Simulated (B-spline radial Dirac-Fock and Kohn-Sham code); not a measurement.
**Core and valence levels of Sm⁵¹⁺**

System: the Sm⁵¹⁺ ion, configuration [Ne] 3s1; nuclear rms radius 5.0819 fm (A = 152).

The computed values come from a radial finite-basis atomic code: Dirac-Fock (average of configuration) total-energy differences with a finite nucleus, the Breit interaction including its frequency dependence, and self-energy and vacuum-polarisation corrections. Correlation energy is missing from these numbers. Energies are counted from the vacuum level. Subshells whose hole state is unreliable or did not converge are left out.

All terms are in eV, carry their sign (relaxation lowers the binding energy) and add up to the binding energy; ⟨r⟩ is the mean radius of the orbital in the initial state.

```tsv
subshell	−ε (Koopmans)	relaxation	Gaunt	retardation	QED	binding energy	⟨r⟩ (bohr)
L2	11001.8	-4.51	-24.52	2.52	0.25	10975.5	0.079
L3	10374.1	-3.71	-17.01	3.29	-0.77	10356.0	0.085
M1	4661.1	-0.10	-3.66	0.42	-2.60	4655.1	0.228
```

For the deepest level, L2 (2p1/2), the Breit terms make up -0.200 % of the binding energy, QED 0.002 % and orbital relaxation -0.041 %.

Going to the tabulated ground configuration of the next ion removes an electron from M1 (3s), computed at 4655.1 eV. NIST lists 4655 ± 4 eV as the ionisation energy of this species (theoretical), -0.14 eV from the computed value, within the stated uncertainty.
